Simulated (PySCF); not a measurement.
Pm (promethium, neutral) across methods

[Xe] 4f5 6s1 6p1, one real determinant (an excited configuration). Calculation: PySCF 2.14, in ANO-RCC-VTZP; scalar relativity by spin-free X2C-1e.

```
method   E (hartree)  mean ε 6s α (eV)  mean ε 4f α (eV)  mean ε 6p α (eV)  Σ⟨r²⟩ (bohr²)    ⟨S²⟩
   LDA     -10011.61            -4.650            -4.409            -2.084          99.26  15.751
   PBE     -10019.19            -4.484            -4.311            -2.103          100.0  15.752
r2SCAN     -10019.51            -4.533            -4.606            -2.147          99.85  15.754
  PBE0     -10019.15            -5.074            -6.686            -2.591          100.4  15.752
   UHF  -10015.69544            -6.500           -13.577            -3.839          104.4  15.754
```

⟨L²⟩ = 26.01 against 42 for a pure I term, so this real determinant mixes terms. Spin-orbit coupling, absent here, splits the open shell strongly.
